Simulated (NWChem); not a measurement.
Species: C₂H₄N cation; SMILES [NH+]#CC

```xyz
7

C     -0.0001    -1.2651    -0.0001
C     -0.0001     0.1658    -0.0003
N     -0.0002     1.3120    -0.0009
H     -0.7087    -1.6262    -0.7642
H     -0.3075    -1.6263     0.9957
H      1.0160    -1.6261    -0.2317
H     -0.0003     2.3292    -0.0023
```
Atoms are numbered in this order, from 1.

The geometry was optimised at PBE0/def2-SVP. B3LYP is NWChem's, with the RPA form of VWN correlation.

### Question
Give the principal values of the shielding tensors (ppm) of C1, C2, N3 from B3LYP/6-31G* (spherical d), GIAO (NWChem), with their diamagnetic and paramagnetic parts as GIAO splits them.

### Answer
| atom | σ11 | σ22 | σ33 | isotropic | diamagnetic | paramagnetic |
|---|---|---|---|---|---|---|
| C1 | 181.8 | 181.8 | 213.4 | 192.3 | 253.6 | -61.2 |
| C2 | -9.0 | -9.0 | 283.3 | 88.4 | 262.5 | -174.0 |
| N3 | 41.0 | 41.0 | 317.5 | 133.2 | 323.5 | -190.3 |
